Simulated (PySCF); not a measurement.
Fractional electron number in Ru⁻ (ruthenium, charge -1)

The 5s beta orbital of [Kr] 4d7 5s2 is emptied in steps (occupation f), with all orbitals relaxed, ending at [Kr] 4d7 5s1. Calculation: PySCF 2.14, in aug-cc-pVTZ-PP with ECP28MDF (6s6p5d3f2g, 88 functions); scalar relativity through the core potential. The exact energy is a straight line in f; departures are measured from the line between the end points of the same method.

Task: Among UHF, LDA, PBE, which shows the largest delocalisation error (convex curve), and which is closest to linear?

Result: Most convex: LDA (-0.577 eV at f = 0.5); closest to linear: UHF (0.014 eV).

```json
{"f": "1", "UHF (eV)": "0.000", "LDA (eV)": "0.000", "PBE (eV)": "0.000"}
{"f": "0.75", "UHF (eV)": "0.012", "LDA (eV)": "-0.420", "PBE (eV)": "-0.398"}
{"f": "0.5", "UHF (eV)": "0.014", "LDA (eV)": "-0.577", "PBE (eV)": "-0.550"}
{"f": "0.25", "UHF (eV)": "0.009", "LDA (eV)": "-0.443", "PBE (eV)": "-0.426"}
{"f": "0", "UHF (eV)": "0.000", "LDA (eV)": "0.000", "PBE (eV)": "0.000"}
```

```csv
method,E(f=0) − E(f=1) (eV),−ε at f=1 (eV),−ε at f=0.5 (eV)
UHF,-0.140,-0.063,-0.146
LDA,1.273,-0.884,1.211
PBE,0.998,-1.044,0.924
```

At f = 1 the orbital energy is positive for UHF, LDA, PBE: only the finite basis holds the electron.

Reference removal energy between the ground levels: 1.046 eV (measured; photodetachment measurements, as compiled on the Wikipedia data page of electron affinities). The calculation has no spin-orbit coupling. UHF lacks correlation.
